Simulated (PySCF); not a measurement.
Input for PySCF: D3(BJ) and D4 dispersion corrections on CH4BClO (SMILES COBCl).

```python
from pyscf import gto
from pyscf.dispersion import dftd3, dftd4

mol = gto.M(
    atom='''
    C    -1.02484367   -0.41251029   -0.24653622
    O    -0.18372046    0.58183431    0.33889045
    B     1.14025352    0.68293612    0.21632050
    Cl    2.11659591   -0.45876256   -0.74154028
    H    -1.53975869   -0.93523776    0.55847639
    H    -0.45285223   -1.12138416   -0.84288858
    H    -1.75822623    0.09318006   -0.87327644
    H     1.70255184    1.56994426    0.76625879
    ''',
    basis='def2-svp',
    charge=0, spin=0, verbose=0, max_memory=1800)
d3, d4 = {}, {}
for xc in ['hf', 'pbe', 'blyp', 'revpbe', 'tpss', 'r2scan', 'b3lyp', 'pbe0', 'bhlyp', 'camb3lyp', 'b2plyp']:
    d3[xc] = float(dftd3.DFTD3Dispersion(mol, xc=xc, version='d3bj', atm=False).get_dispersion()['energy'])
    print(f'D3(BJ) {xc:10s} {d3[xc]:14.8f} Eh')
for xc in ['hf', 'pbe', 'blyp', 'revpbe', 'tpss', 'r2scan', 'b3lyp', 'pbe0', 'bhlyp', 'camb3lyp', 'b2plyp']:
    d4[xc] = float(dftd4.DFTD4Dispersion(mol, xc={'camb3lyp': 'cam-b3lyp'}.get(xc, xc), atm=True).get_dispersion()['energy'])
    print(f'D4     {xc:10s} {d4[xc]:14.8f} Eh')
```

It printed:

```
D3(BJ) hf            -0.04026036 Eh
D3(BJ) pbe           -0.00499068 Eh
D3(BJ) blyp          -0.01069697 Eh
D3(BJ) revpbe        -0.01287375 Eh
D3(BJ) tpss          -0.00628847 Eh
D3(BJ) r2scan        -0.00136175 Eh
D3(BJ) b3lyp         -0.00871623 Eh
D3(BJ) pbe0          -0.00429258 Eh
D3(BJ) bhlyp         -0.00677833 Eh
D3(BJ) camb3lyp      -0.00385215 Eh
D3(BJ) b2plyp        -0.00401616 Eh
D4     hf            -0.01837903 Eh
D4     pbe           -0.00487333 Eh
D4     blyp          -0.01099810 Eh
D4     revpbe        -0.01633393 Eh
D4     tpss          -0.00661710 Eh
D4     r2scan        -0.00117455 Eh
D4     b3lyp         -0.00787233 Eh
D4     pbe0          -0.00407389 Eh
D4     bhlyp         -0.00566898 Eh
D4     camb3lyp      -0.00408866 Eh
D4     b2plyp        -0.00339822 Eh
```

The run finished.

Cost: around 0.03 core-seconds (rough).
